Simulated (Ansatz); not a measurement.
Start from `[SiH3]C[SiH2][SeH]` and change one atom or group to get `OC[SiH2][SeH]`.

Ansatz, PBE0-D4/def2-TZVP geometries, multiplicity 1. Each molecule was computed in one conformer, which needn't be the lowest.

Scalar relativity is left out up to krypton.

| property | `[SiH3]C[SiH2][SeH]` |
| --- | --- |
| HOMO energy (B3LYP/def2-TZVPP) / eV | -6.79 |
| LUMO energy (ωB97M-V/def2-TZVPP) / eV | 1.75 |
| HOMO energy (PBE0/def2-TZVPP) / eV | -7.03 |
| HOMO energy (PBE/def2-TZVPP) / eV | -5.90 |
| zero-point energy (PBE0-D4/def2-TZVP) / kJ/mol | 203.3 |
| ideal-gas entropy at 298 K and 1 bar (rigid rotor, harmonic PBE0-D4/def2-TZVP) / J/(mol·K) | 377 |

Question: Give the same properties after the change, and the shifts. (An estimate is asked.)

Answer: The calculation gave: 
```tsv
property	`OC[SiH2][SeH]`	shift
HOMO energy (B3LYP/def2-TZVPP) / eV	-6.67	0.12
LUMO energy (ωB97M-V/def2-TZVPP) / eV	1.89	0.14
HOMO energy (PBE0/def2-TZVPP) / eV	-6.91	0.12
HOMO energy (PBE/def2-TZVPP) / eV	-5.76	0.14
zero-point energy (PBE0-D4/def2-TZVP) / kJ/mol	176.1	-27.2
ideal-gas entropy at 298 K and 1 bar (rigid rotor, harmonic PBE0-D4/def2-TZVP) / J/(mol·K)	356	-21
```

The zero-point energy changes by -27.2 kJ/mol with -6 modes. Modes under 60 cm⁻¹, often nearly free rotors, make the harmonic entropy too high.

B3LYP here is the variant with VWN-RPA as its local correlation; programs differ in this.

Spin–orbit coupling is left out; it splits and shifts lone-pair levels of the heavy atoms by tenths of an eV.
